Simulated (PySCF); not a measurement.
A calculated (UHF, PySCF 2.14, pcseg-2, no relativity, point nucleus) atom or ion has these occupied shells.

```tsv
shell	electrons	orbital energy (eV)	rms radius, mean of both spins (bohr)
1s α	1	-6551.4	0.0713
1s β	1	-6551.2	0.0713
2s α	1	-800.67	0.305
2s β	1	-796.72	0.305
2p α	3	-683.79	0.275
2p β	3	-679.96	0.275
3s α	1	-117.20	0.925
3s β	1	-105.81	0.925
3p α	3	-81.999	0.992
3p β	3	-68.445	0.992
3d α	5	-25.293	1.27
4s α	1	-14.829	3.11
```

(1) Name the element and its charge.

Results:

(1) Mn⁺ (manganese, charge +1), in [Ar] 3d5 4s1, high-spin 7S determinant.
